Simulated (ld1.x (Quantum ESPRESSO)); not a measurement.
**Reading a pseudo-wave (Si (Z = 14))**

Columns: radius, all-electron u(r) and pseudo u(r) of the 3s shell (level -10.77 eV) of silicon in the configuration [Ne] 3s2 3p2; PBE, non-relativistic, TM scheme, ld1.x (Quantum ESPRESSO) 7.5.

```
r (bohr)  all-electron  pseudo
   0.123        0.0698  0.0303
   0.245       -0.2218  0.0622
   0.368       -0.3371  0.0985
   0.490       -0.2878  0.1407
   0.613       -0.1498  0.1916
   0.735        0.0186  0.2521
   0.858        0.1871  0.3236
   0.980        0.3363  0.4030
   1.103        0.4617  0.4869
   1.225        0.5599  0.5666
   1.348        0.6345  0.6354
   1.470        0.6865  0.6865
   1.593        0.7192  0.7192
   1.715        0.7349  0.7349
   1.838        0.7367  0.7367
   1.960        0.7274  0.7274
   2.083        0.7092  0.7092
   2.205        0.6846  0.6846
   2.328        0.6550  0.6550
   2.450        0.6225  0.6225
   2.573        0.5877  0.5877
   2.695        0.5522  0.5522
   2.818        0.5163  0.5163
   2.940        0.4810  0.4810
   3.063        0.4464  0.4464
   3.185        0.4133  0.4133
```

(1) How many radial nodes do the two functions have?

(2) At about which radius was the pseudo-wave matched?

(3) Is the pseudo-wave norm-conserving?

Answers

(1) The all-electron 3s function has n − l − 1 = 2; the pseudo-wave has 0, since the states of the same l below it are removed with the core.

(2) 1.60 bohr. The columns agree to 0.0005 from 1.47 bohr on; several derivatives are matched, so the curves merge somewhat inside the radius.

(3) Yes: the TM scheme keeps the norm inside the radius equal to the all-electron one, which fixes the energy derivative of the logarithmic derivative at the level.
